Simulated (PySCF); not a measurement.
## Ionisation energy of Al²⁺ by level of theory

Al²⁺ [Ne] 3s1 (2S) → Al³⁺ [Ne] (1S), as a difference of total energies. Computed with PySCF 2.14 in aug-cc-pCVQZ-DK (10s9p7d5f3g, 134 functions), with the spin-free X2C one-electron Hamiltonian (Gaussian nucleus). Correlated levels: valence and next inner shell: 1s2 frozen; nothing frozen. The calculations carry no spin-orbit coupling.

```
                                method  ionisation energy (eV)
                                   UHF                  28.089
                                   LDA                  28.870
                                   PBE                  28.872
                                  PBE0                  28.734
                                r2SCAN                  28.429
                               wB97X-V                  28.498
                                  MN15                  28.082
                                 B97-3                  28.441
    MP2 (valence and next inner shell)                  28.405
SCS-MP2 (valence and next inner shell)                  28.340
                   MP2 (all electrons)                  28.401
               SCS-MP2 (all electrons)                  28.338
```

Question: How much does correlation contribute at MP2 (all electrons)?

Answer: 28.401 − (28.089) = 0.312 eV, measured against UHF.

For comparison: 28.448 eV (measured; NIST Atomic Spectra Database, ionization energies).
